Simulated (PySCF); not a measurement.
Run record: EPR job, `FC(F)(F)[C@H]1C[CH]CCN1` [radical].

Computed with UKS B3LYP, IGLO-III on C F N, pcH-1 on H, non-relativistic, mean-field spin-orbit, GIAO (PySCF 2.14.0). Geometry: PBE0-D3(BJ)/def2-SVP. The input is one job of a driver script: a line of settings, then coordinates in Å.

Input:
```
{"job": {"kind": "epr"}, "charge": 0, "multiplicity": 2}
F      2.897264    -1.155151     0.767584
C      2.325267    -0.117362     0.167321
F      2.567890    -0.229669    -1.149647
F      2.945506     0.988929     0.592310
C      0.834794    -0.048099     0.438451
C      0.219552     1.267724    -0.068165
C     -1.264088     1.218563     0.047180
C     -1.966162    -0.031198    -0.352459
C     -1.217517    -1.270172     0.160401
N      0.205898    -1.228931    -0.103735
H      0.731164    -0.083309     1.537205
H      0.640073     2.128732     0.472380
H      0.522179     1.390462    -1.131115
H     -1.825256     2.141726     0.208908
H     -3.011113    -0.033458    -0.003232
H     -2.017641    -0.097480    -1.462329
H     -1.358613    -1.354506     1.251869
H     -1.633316    -2.188583    -0.281813
H      0.384517    -1.279716    -1.106023
```

Output:
```
UKS, coarse grid
  cycle   1  E = -588.36760896  |g| = 7.10e-01
  cycle   2  E = -588.16351869  |g| = 1.11e+00
  cycle   3  E = -588.53723113  |g| = 5.63e-02
  cycle   4  E = -588.53821206  |g| = 3.28e-02
  cycle   5  E = -588.53866334  |g| = 1.05e-02
  cycle   6  E = -588.53871474  |g| = 2.17e-03
  cycle   7  E = -588.53871732  |g| = 1.46e-03
  cycle   8  E = -588.53871798  |g| = 4.11e-04
UKS, final grid
  cycle   1  E = -588.53871688  |g| = 5.31e-04
  cycle   2  E = -588.53871674  |g| = 8.05e-04
  cycle   3  E = -588.53871699  |g| = 4.00e-05
  cycle   4  E = -588.53871699  |g| = 2.45e-05
E = -588.53871699 Eh   <S^2> = 0.7542 (exact 0.7500)
g shifts (ppm)      1          2          3
  rmc          -139       -139       -139
  gc              5         28         34
  oz_so          61        436        758
  total         -73        326        653
hyperfine (MHz)  atom isotope    a_iso     a_fc   dipolar eigenvalues
    0   19F       3.87       3.87     -2.10     -1.97      4.07
    1   13C       2.67       2.67     -0.56     -0.36      0.92
    2   19F      12.85      12.85     -3.82     -3.59      7.41
    3   19F      -0.22      -0.22     -1.25     -0.68      1.93
    4   13C      22.56      22.56     -3.06     -2.25      5.32
    5   13C     -27.11     -27.11     -1.94     -0.44      2.38
    6   13C      94.26      94.26    -76.92    -76.38    153.30
    7   13C     -24.99     -24.99     -1.93     -0.25      2.17
    8   13C      23.18      23.18     -3.00     -2.18      5.17
    9   14N       3.44       3.44     -0.37     -0.31      0.68
   10    1H      -2.82      -2.82     -4.17     -2.10      6.28
   11    1H      15.89      15.89     -4.74     -3.91      8.65
   12    1H     134.57     134.57     -4.49     -3.32      7.81
   13    1H     -60.86     -60.86    -37.10     -0.08     37.18
   14    1H      16.12      16.12     -4.66     -3.91      8.58
   15    1H     135.28     135.28     -4.45     -3.51      7.96
   16    1H      -2.44      -2.44     -3.96     -2.16      6.12
   17    1H       2.34       2.34     -2.22     -1.73      3.95
   18    1H       0.62       0.62     -1.79     -1.35      3.14
```

rmc, gc and oz_so are the mass-correction, gauge-correction and orbital-Zeeman/spin–orbit parts of the g shift along its three principal axes; a_iso is the isotropic hyperfine coupling and a_fc its Fermi-contact part. The program numbers atoms from 0.

Question: How far is ⟨S²⟩ from the pure-spin value?

Answer: S = 0.5 gives S(S+1) = 0.75; the run has 0.7542, 0.0042 more.

Summary of the converged run: ⟨S²⟩ 0.754; g_iso 2.0026.

One conformer (not necessarily the lowest) at the PBE0-D3(BJ)/def2-SVP geometry, without solvent, vibrations or thermal averaging.

On an x86-64 server with one thread (shared host), this took 2.2 min of wall time.
Labels such as C1 count atoms from 1, the log's own numbers from 0.
